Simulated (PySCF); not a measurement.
Radial density of Zn⁺ (zinc, charge +1)

LDA, [Ar] 3d10 4s1, 2S determinant. Calculation: PySCF 2.14, in aug-cc-pVDZ-PP with ECP10MDF (5s5p4d2f, 54 functions); scalar relativity through the core potential. This is the valence pseudo-density: the core potential removes the inner electrons and smooths the orbitals near the nucleus.

| r (bohr) | 4πr²ρ (e/bohr) | 4πr²(ρα − ρβ) |
| --- | --- | --- |
| 0.00638 | 1.324e-05 | 0.0000 |
| 0.0107 | 3.729e-05 | 0.0000 |
| 0.0181 | 0.0001109 | 0.0000 |
| 0.0304 | 0.0004924 | 0.0000 |
| 0.0511 | 0.005160 | 0.0000 |
| 0.0859 | 0.07210 | -0.0003 |
| 0.145 | 0.7221 | -0.0037 |
| 0.243 | 4.547 | -0.0140 |
| 0.409 | 17.77 | 0.0149 |
| 0.688 | 22.63 | -0.0274 |
| 1.16 | 7.355 | 0.1382 |
| 1.95 | 1.463 | 0.4831 |
| 3.27 | 0.2980 | 0.2373 |
| 5.51 | 0.01207 | 0.0118 |
| 9.26 | 0.0001210 | 0.0001 |

Energies and moments cover only the electrons outside the core potential.

Problem. Where is the radial spin density 4πr²(ρα − ρβ) most negative, and why is it negative at all?

Solution. Around r = 0.688 bohr, down to -0.0274 e/bohr: exchange with the open shell polarises the paired shells in an unrestricted calculation.
